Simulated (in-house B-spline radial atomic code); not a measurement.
## Neutral strontium: [Kr] 5s2

Computed with an all-electron radial atomic-structure program (B-spline basis): non-relativistic M06-L, spin-polarised, spherical fractional occupations, point nucleus.

Z_r = [3n² - l(l+1)]/(2<r>); Z_e = n√(-2ε); the last column is Slater's effective charge. Values are occupation-weighted means over spin.

```tsv
shell	electrons	ε (eV)	<r> (bohr)	Z_r	Z_e	Slater
1s	2	-15647	0.04019	37.33	33.91	37.70
2s	2	-2102.4	0.1767	33.96	24.86	33.85
2p	6	-1911.1	0.1523	32.84	23.70	33.85
3s	2	-330.42	0.5006	26.97	14.78	26.75
3p	6	-259.49	0.5016	24.92	13.10	26.75
3d	10	-132.96	0.496	21.17	9.38	16.85
4s	2	-40.939	1.39	17.26	6.94	10.25
4p	6	-23.58	1.579	14.56	5.27	10.25
5s	2	-3.4993	4.362	8.60	2.54	2.85
```

The least bound orbital is 5s at -3.499 eV, and it is also the most diffuse (<r> = 4.362 bohr).
